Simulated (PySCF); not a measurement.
BH₄, SMILES [BH4-], charge -1.

The structure is a stationary point at ωB97X-D3(BJ)/def2-TZVPD.

Method: PySCF with PBE/def2-TZVPD.

Symmetry labels are those of the subgroup D2 that the program uses (full group Td).

Computed valence orbital energies around the gap with their symmetry:
| orbital | symmetry | energy (eV) |
|---|---|---|
| HOMO−4 | A | -168.68 |
| HOMO−3 | A | -5.48 |
| HOMO−2 | B1 | -0.65 |
| HOMO−1 | B2 | -0.65 |
| HOMO | B3 | -0.65 |
| LUMO | A | 3.82 |
| LUMO+1 | B1 | 6.49 |
| LUMO+2 | B2 | 6.49 |
| LUMO+3 | B3 | 6.49 |
